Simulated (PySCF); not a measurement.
Static response to an electric field

C4H6F2O.
Atom-mapped SMILES: `[F:1][CH2:2][C@@H:3]1[CH2:4][C@@H:5]([F:6])[O:7]1` (hydrogens: H8, H9 on C2; H10 on C3; H11, H12 on C4; H13 on C5)

Geometry (GFN2-xTB, Å), atoms numbered from 1 in this order:
```xyz
13
C4H6F2O angstrom
F      2.5369    0.4458    0.1889
C      1.6334   -0.4210   -0.3676
C      0.3188    0.3046   -0.6206
C     -0.5756    0.5724    0.6008
C     -1.5687   -0.3327   -0.1263
F     -2.6808    0.3328   -0.5616
O     -0.6726   -0.5765   -1.1743
H      2.0561   -0.7833   -1.3096
H      1.5039   -1.2533    0.3315
H      0.4916    1.1728   -1.2653
H     -0.9157    1.5970    0.7151
H     -0.2003    0.1862    1.5435
H     -1.9315   -1.2445    0.3635
```

Level: wB97X-D/def2-SVPD (PySCF), static field, nuclei fixed, core orbitals frozen in the response. The polarisability tensor in these axes (au):

```
x   58.45  0.33 -1.14
y    0.33 47.82  0.89
z   -1.14  0.89 47.55
```

Question: Give the principal values, the mean and the anisotropy Δα = √{½[(α1 − α2)² + (α2 − α3)² + (α1 − α3)²]}.

Answer: Principal values 46.69, 48.56 and 58.57 au; mean 51.27 au = 7.60 Å³ = 8.45 × 10⁻⁴⁰ C²·m²/J; Δα = 11.07 au (22 % of the mean).

Question: What is the dipole moment, and where does it point?

Answer: (0.58, -0.62, 1.36) D, 1.61 D in size, pointing from the negative to the positive side. Measured along this direction, the outermost atoms are F6 at the negative end and H9 at the positive end.

Question: Find the Langevin capture rate constant for O2+ (31.990 u) meeting this molecule (108.039 u), k = 2.342 × 10⁻⁹ cm³/s × √(α in Å³ / reduced mass in u).

Answer: The reduced mass is 24.68 u, so k = 1.30 × 10⁻⁹ cm³/s. The formula leaves out the permanent dipole, which adds to the capture rate.

Question: Rayleigh depolarisation ratio (linearly polarised light, static tensor)?

Answer: ρ = 3Δα²/(45ᾱ² + 4Δα²) = 367.4/(118304 + 489.9) = 0.00309.

Question: Traceless (Buckingham) quadrupole moment about the centre of nuclear charge: eigenvalues?

Answer: -12.89, 4.51, 8.38 D·Å. The values depend on the origin, since the dipole doesn't vanish. The electronic extent ⟨r²⟩ about the same centre is 842 bohr², a root-mean-square distance of 2.05 Å for the 56 electrons.

Question: In TDDFT the mean static polarisability is Σ f/ω² over all singlet excitations (ω in hartree). How much of it do the 8 lowest give? Their energies (eV) and oscillator strengths: 8.21, 0.0049; 8.77, 0.0106; 8.95, 0.0036; 9.16, 0.0142; 9.32, 0.0118; 9.41, 0.0507; 9.56, 0.0277; 9.69, 0.0071.

Answer: They add up to 1.12 au, 2.2 % of the 51.27 au; the largest single term is 0.42 au, from the state at 9.41 eV. Terms in order: 0.05, 0.10, 0.03, 0.13, 0.10, 0.42, 0.22, 0.06 au. Higher excitations give the rest. The strengths listed sum to 0.131.

Question: Estimate the molar refractivity from the static electronic polarisability.

Answer: Lorentz–Lorenz: R = (4π/3)N_A α = 2.5225 cm³/(mol·Å³) × 7.60 Å³ = 19.2 cm³/mol, in the limit of long wavelengths.

Geometry: GFN2-xTB, one conformer, isolated molecule.
